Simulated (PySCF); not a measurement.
Trends in electronic spectra. Level of theory: TDDFT CAM-B3LYP/def2-SVPD, vertical, gas phase, core orbitals frozen in the response (PySCF 2.14.0, density-fitted response routines). Geometries: GFN2-xTB; one conformer of each isolated species. Triplets are in the Tamm–Dancoff approximation. Ions are computed without counter-ions or solvent.

Problem. Rank by computed lowest singlet excitation energy, highest first.
A. `CC[P@H+]1C=C1C`
B. `C=PCO`
C. `FP(F)P`
D. `C[SiH2]CC1CSC1`
E. `C[C@@H]1CS[Si@@H](C)C1`
F. `N#C[C@@H]1COC(F)=CO1`
G. `N#CC/C=C1C=C/1C#N`

Solution. A (6.48 eV), F (5.83 eV), E (5.55 eV), C (5.02 eV), D (4.65 eV), B (4.43 eV), G (3.81 eV).

| SMILES | S1 (eV) | gap (eV) | HOMO (eV) | first f ≥ 0.01 (nm) | T1 (eV) | S1 mainly |
| --- | --- | --- | --- | --- | --- | --- |
| CC[P@H+]1C=C1C | 6.48 | 10.22 | -14.62 | 176 | 4.83 | H→L (64%) |
| N#C[C@@H]1COC(F)=CO1 | 5.83 | 8.96 | -8.28 | 198 | 4.37 | H→L (50%) |
| C[C@@H]1CS[Si@@H](C)C1 | 5.55 | 8.89 | -7.83 | 200 | 5.14 | H→L (70%) |
| FP(F)P | 5.02 | 8.86 | -8.75 | 247 | 4.13 | H→L (97%) |
| C[SiH2]CC1CSC1 | 4.65 | 8.56 | -7.59 | 210 | 4.19 | H→L (84%) |
| C=PCO | 4.43 | 8.19 | -8.63 | 218 | 2.95 | H→L (93%) |
| N#CC/C=C1C=C/1C#N | 3.81 | 6.76 | -8.47 | 326 | 2.58 | H→L (97%) |

H and L stand for HOMO and LUMO.

Mean S1 by what the SMILES shows (count): a double or triple bond but no aromatic ring 5.14 eV (4); single bonds only 5.07 eV (3).

- `CC[P@H+]1C=C1C`: Löwdin shares by element: HOMO carbon 60% or more, phosphorus 12% (atoms not listed hold the other 28%); LUMO carbon 45% or more, phosphorus 27%, hydrogen 8% or more (atoms not listed hold the other 20%).
- `N#C[C@@H]1COC(F)=CO1`: Löwdin shares by element: HOMO carbon 50% or more, oxygen 36%; LUMO carbon 38% or more, hydrogen 15% or more (atoms not listed hold the other 47%).
- `C[C@@H]1CS[Si@@H](C)C1`: Löwdin shares by element: HOMO sulfur 70%, carbon 10% or more, silicon 8%; LUMO sulfur 32%, carbon 18% or more, silicon 7% (atoms not listed hold the other 43%).
- `FP(F)P`: Löwdin shares by element: HOMO phosphorus 80%, fluorine 16%; LUMO phosphorus 62%, fluorine 29%.
- `C[SiH2]CC1CSC1`: Löwdin shares by element: HOMO sulfur 71%, carbon 19% or more; LUMO sulfur 61%, carbon 16% or more (atoms not listed hold the other 24%).
- `C=PCO`: Löwdin shares by element: HOMO phosphorus 46%, oxygen 24%, carbon 23%; LUMO phosphorus 46%, carbon 42%.
- `N#CC/C=C1C=C/1C#N`: Löwdin shares by element: HOMO carbon 79% or more (atoms not listed hold the other 21%); LUMO carbon 69% or more, nitrogen 19% or more.
